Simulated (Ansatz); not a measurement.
A made-up structure of NH₂Te, doublet:

```
4
angstrom
N 0.1555 -1.1113 0.3744
Te 1.0117 0.5464 -0.2065
H 2.6511 0.7773 0.1327
H -0.3102 1.5262 -0.5122
```

It is relaxed with PBE-D4/def2-SVP and then PBE0-D4/def2-TZVP (Ansatz 0.2.0). Atoms count as bonded within 1.22 times the sum of their covalent radii (H–H: 0.88 Å). The end point is not checked to be a true minimum.

(1) Does its bonding change? (A judgement: the text doesn't fix the answer.)

Results:

(1) Computed: No: no bond forms or breaks.

Where it ends: The first stage lowers the energy by 1.73 eV in 8 steps. It ends as NH₂Te ([N][TeH2]):
| atom | x (Å) | y (Å) | z (Å) |
| --- | --- | --- | --- |
| N1 | 0.2323 | -1.1223 | 0.5041 |
| Te2 | 0.9596 | 0.2417 | -0.6241 |
| H3 | 2.2385 | 0.9603 | 0.2283 |
| H4 | 0.0778 | 1.6589 | -0.3199 |

Labels in which every atom is bracketed show which atoms are joined, not bond orders.

For scale, one of the runs: PBE0-D4/def2-TZVP relaxation, 93 basis functions, launched by `ansatz run in.yaml --threads 2 --pin off --events-out ev --progress --plain --max-ram 4352MiB`. Hardware: 2 CPU threads of an Intel Xeon Platinum 8259CL, shared host. Wall time about 23 s.
